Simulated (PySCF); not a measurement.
Nb(S)(OH)2(Me) (CH5NbO2S), SMILES [CH3][Nb](=[S])([OH])[OH], multiplicity 1. Atoms are numbered in the order given.

```xyz
10

Nb    -0.0886    -0.1948     0.0000
S      0.1455     1.9534     0.0000
O     -0.9059    -0.8258    -1.5823
H     -1.2630    -0.4204    -2.3822
O     -0.9059    -0.8258     1.5823
H     -1.2630    -0.4204     2.3822
C      1.9194    -0.9756     0.0000
H      2.4707    -0.6408     0.8942
H      1.8666    -2.0795     0.0000
H      2.4707    -0.6408    -0.8942
```
Charge 0, spin multiplicity 1.

Geometry optimised at B3LYP-D3(BJ)/def2-SVP. The spin state was assumed, not searched. The structure was generated by enumeration; whether it is a known compound was not checked. The def2 effective core potentials stand for the cores of Nb; spin–orbit coupling is left out. Other conformers were not sampled.

Method: PySCF with PBE/def2-TZVP.

Atomic charges (e):

```json
[
 {"atom": "Nb1", "Mulliken": "1.32", "Löwdin": "0.22"},
 {"atom": "S2", "Mulliken": "-0.45", "Löwdin": "0.07"},
 {"atom": "O3", "Mulliken": "-0.67", "Löwdin": "-0.26"},
 {"atom": "H4", "Mulliken": "0.34", "Löwdin": "0.18"},
 {"atom": "O5", "Mulliken": "-0.67", "Löwdin": "-0.26"},
 {"atom": "H6", "Mulliken": "0.34", "Löwdin": "0.18"},
 {"atom": "C7", "Mulliken": "-0.66", "Löwdin": "-0.51"},
 {"atom": "H8", "Mulliken": "0.15", "Löwdin": "0.13"},
 {"atom": "H9", "Mulliken": "0.15", "Löwdin": "0.13"},
 {"atom": "H10", "Mulliken": "0.15", "Löwdin": "0.13"}
]
```
